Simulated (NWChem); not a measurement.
System: SiH4Te; SMILES [TeH][SiH3]

The following NWChem deck was run.

```
start job
memory heap 200 mb stack 900 mb global 1100 mb
geometry units angstroms noautoz
  Te    -0.025528     0.640112     0.013179
  H      1.637679     0.693036    -0.019931
  Si    -0.015740    -1.865534     0.003133
  H      0.682951    -2.414997     1.201832
  H      0.626894    -2.406032    -1.230546
  H     -1.455221    -2.256409     0.034711
end
basis spherical
  Te library def2-svp
  H library def2-svp
  Si library def2-svp
end
ecp
  Te library def2-ecp
end
dft
  xc m06-l
  iterations 150
  mulliken
end
task dft energy
```

All runs use the structure optimised with PBE0/def2-SVP. def2 effective core potentials on Te; no spin-orbit coupling.

Predict the main results of this run. (M06-L/def2-SVP with def2 effective core potentials on Te.) Quantities: energy (Ha); highest occupied level (eV); orbital gap (eV); dipole (D).

The energy (Ha) is -559.99 and the highest occupied level (eV) is -5.46. The orbital gap (eV) comes out as 4.32. The dipole (D) is 0.40.
